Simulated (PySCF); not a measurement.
Which determinant of NaSb lies lowest?

Unrestricted PBE0; basis Na x2c-SVPall, Sb x2c-SVPall; spin-free X2C with a Gaussian nucleus; PySCF 2.14. Outer shells of the fragments: Na 3s1; Sb 4d10 5s2 5p3.

Followed along the bond (rough minima from three points):

| 2Ms+1 | unpaired | ⟨S²⟩ at the start | R at minimum (Å) | Te (eV) |
| --- | --- | --- | --- | --- |
| 3 | π ↑↑ | 2.03 | 2.92 | 0.00 |
| 1 | π ↑↓ | 1.01 | 2.91 | 0.32 |
| 1 | none | 0.00 | 2.90 | 1.24 |
| 3 | σ ↑, π ↑ | 2.00 | none in the scan | ≤ 0.89 |
| 1 | σ ↑, π ↓ | 1.01 | none in the scan | ≤ 1.18 |

Solutions found at the starting distance of 2.940 Å, counted from the lowest of them; the search is not exhaustive and high or unbound solutions are not listed, so other states can lie among these:

```json
{"2Ms+1": "3", "unpaired": "π ↑↑", "term": "³Σ⁻", "E (eV)": "0.00", "⟨S²⟩": "2.03", "⟨Lz²⟩": "0.00", "μ (D)": "-6.44"}
{"2Ms+1": "1", "unpaired": "π ↑↓", "term": "mixed", "E (eV)": "0.32", "⟨S²⟩": "1.01", "⟨Lz²⟩": "2.01", "μ (D)": "-6.62"}
{"2Ms+1": "3", "unpaired": "σ ↑, π ↑", "term": "³Π", "E (eV)": "0.91", "⟨S²⟩": "2.00", "⟨Lz²⟩": "1.01", "μ (D)": "-7.88"}
{"2Ms+1": "1", "unpaired": "σ ↑, π ↓", "term": "mixed", "E (eV)": "1.19", "⟨S²⟩": "1.01", "⟨Lz²⟩": "1.01", "μ (D)": "-7.68"}
{"2Ms+1": "1", "unpaired": "none", "term": "mixed", "E (eV)": "1.24", "⟨S²⟩": "0.00", "⟨Lz²⟩": "2.00", "μ (D)": "-6.47"}
{"2Ms+1": "5", "unpaired": "σ ↑↑, π ↑↑", "term": "⁵Σ⁻", "E (eV)": "1.72", "⟨S²⟩": "6.00", "⟨Lz²⟩": "0.00", "μ (D)": "3.90"}
{"2Ms+1": "3", "unpaired": "σ ↑, π ↑", "term": "³Π", "E (eV)": "2.92", "⟨S²⟩": "2.00", "⟨Lz²⟩": "1.00", "μ (D)": "4.51"}
{"2Ms+1": "5", "unpaired": "σ ↑, π ↑↑↑", "term": "⁵Π", "E (eV)": "3.31", "⟨S²⟩": "6.00", "⟨Lz²⟩": "1.00", "μ (D)": "1.33"}
{"2Ms+1": "5", "unpaired": "σ ↑↑, π ↑↑", "term": "mixed", "E (eV)": "8.50", "⟨S²⟩": "6.00", "⟨Lz²⟩": "2.01", "μ (D)": "10.91"}
```

A term symbol is given only where ⟨S²⟩ and ⟨Lz²⟩ are close to those of a pure state; real π, δ and φ orbitals otherwise mix terms. A positive dipole means Na(−)Sb(+).

Spin–orbit coupling is left out. Counting both spins, an empty level lies below a filled one in some of these solutions, because spin and occupation are held.
